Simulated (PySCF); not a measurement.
PBE0 on Cu⁺ (copper, charge +1)

Configuration: [Ar] 3d9 4s1, high-spin 3D determinant (an excited configuration). All numbers are calculated (PySCF 2.14, the spin-free X2C one-electron Hamiltonian (Gaussian nucleus), in aug-cc-pwCVTZ-DK (10s9p7d4f3g, 127 functions)).

```
Total energy                                                  : -1654.155 hartree
One-electron energy                                           : -2290.885 hartree
Hartree (Coulomb) energy                                      : 704.167 hartree
Exchange-correlation energy                                   : -67.437 hartree
⟨S²⟩                                                          : 2.0004
⟨L²⟩                                                          : 6.010
Sum of ⟨r⟩                                                    : 18.57 bohr
Sum of ⟨r²⟩                                                   : 22.95 bohr²
Traceless quadrupole moment −½Σ⟨3z² − r²⟩ along its main axis : -0.267 e·bohr²
Langevin diamagnetic susceptibility                           : -18.2 ×10⁻⁶ cm³/mol
Time after the integrals                                      : of the order of 5 core-seconds
```

```csv
shell,electrons,mean orbital energy (hartree),spread (hartree),"rms radius, mean of both spins (bohr)"
1s α,1,-327.37433,0,0.0601
1s β,1,-327.37194,0,0.0601
2s α,1,-40.25191,0,0.255
2s β,1,-40.22406,0,0.255
2p α,3,-34.77840,0.04125,0.228
2p β,3,-34.75583,0.01689,0.228
3s α,1,-5.03393,0,0.763
3s β,1,-4.97017,0,0.763
3p α,3,-3.40749,0.07943,0.810
3p β,3,-3.34158,0.00826,0.810
3d α,5,-0.81269,0.09173,1.07
3d β,4,-0.76345,0.05676,1.07
4s α,1,-0.54844,0,2.65
```

Densities and radii are taken from the X2C orbitals without a picture-change correction, which distorts them close to the nucleus.
